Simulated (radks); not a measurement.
The numbers below are computed, except where a source is named.
Ionisation of the dysprosium ion Dy3+, [Xe] 4f9, to Dy4+, [Xe] 4f8, under several functionals. Scalar-relativistic Kohn-Sham, spin-polarised, spherical densities, finite nucleus; open shells are filled with parallel spins first (spin-orbit coupling, left out, can overturn this in heavy ions); a radial shooting solver on a logarithmic mesh with Libxc functionals.

functional                               E(Dy3+) (hartree)  Exc (hartree)  IE (eV)  -e(HOMO) (eV)  <r> HOMO (bohr)  IE error (eV)
BP86                                           -12156.4238      -263.8534   42.167         32.504           0.8219         +0.937
revPBE                                         -12155.0736      -262.5023   41.903         32.256           0.8230         +0.673
PBEsol                                         -12150.7450      -258.1565   42.071         32.414           0.8223         +0.841
MS2 meta-GGA                                   -12154.3759      -261.4316   41.260         31.743           0.8250         +0.030
OLYP                                           -12159.2345      -266.8506   42.244         32.552           0.8202         +1.014
PBE                                            -12154.7569      -262.1805   41.991         32.342           0.8228         +0.761
LDA (Slater exchange, VWN5 correlation)        -12146.8537      -254.2618   42.470         32.793           0.8212         +1.240

NIST Atomic Spectra Database: 41.2 eV (semi-empirical). Closest: MS2 meta-GGA. The Delta-SCF values span 1.21 eV, the total energies 12.38 hartree. The highest occupied level is 4f. Open shells are spherical and high-spin; term and fine-structure splittings are not resolved. Spin-orbit splitting is averaged out at the scalar-relativistic level. No tabulated value is given for the 4+ ions of Nd, Pm and Eu to Yb, where it belongs to another shell than the one emptied here.
